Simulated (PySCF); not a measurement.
Run record: coupled-cluster job, `O=C(O)C[SeH]`.

Method: EOM-CCSD/aug-cc-pVDZ, vertical, frozen core, gas phase (PySCF 2.14.0). Geometry: PBE0-D3(BJ)/def2-SVP. A driver script takes a list of jobs; this job's settings line and coordinates (Å) are shown.

Input:
```
{"job": {"kind": "eom", "basis": "aug-cc-pVDZ", "nee": 0}, "charge": 0, "multiplicity": 1}
O      0.884754     0.916943    -1.165384
C      0.674705     0.376308    -0.111755
O      1.173432     0.814307     1.048919
C     -0.190402    -0.838288     0.062486
Se    -2.069728    -0.312636     0.234987
H      1.674049     1.620233     0.847518
H     -0.075476    -1.502050    -0.802527
H      0.052324    -1.372873     0.989402
H     -2.120854     0.284131    -1.108754
```

Output:
```
E(HF) = -2627.6556948269
E(MP2) = -2628.4720358652
E(CCSD) = -2628.5031339479
T1 diagnostic = 0.0134

EOM-IP-CCSD (eV)   Koopmans (eV)
   9.1635       9.6446
  10.7795      12.8883
  11.7022      12.2221
  12.3747      13.6626
  13.3817      14.1640
  14.3020      16.1465
  15.1159      16.6309
  16.0273      17.6883
```

Q: How far is the first EOM-IP root from its Koopmans value?

A: 9.16 eV against 9.64 eV, a difference of -0.48 eV.

Q: What share of the CCSD correlation energy does MP2 give?

A: MP2 -0.81634 Eh against CCSD -0.84744 Eh: 96.3 %.

Summary of the converged run: CCSD correlation energy -0.8474 Eh; T1 diagnostic 0.013; first ionisation 9.16 eV.

Q: Estimate the wall time. Hardware: one thread of an Arm Neoverse V1, no GPU, shared host.

A: About 9.6 min.

One conformer stands for the species.
Labels such as C1 count atoms from 1, the log's own numbers from 0.
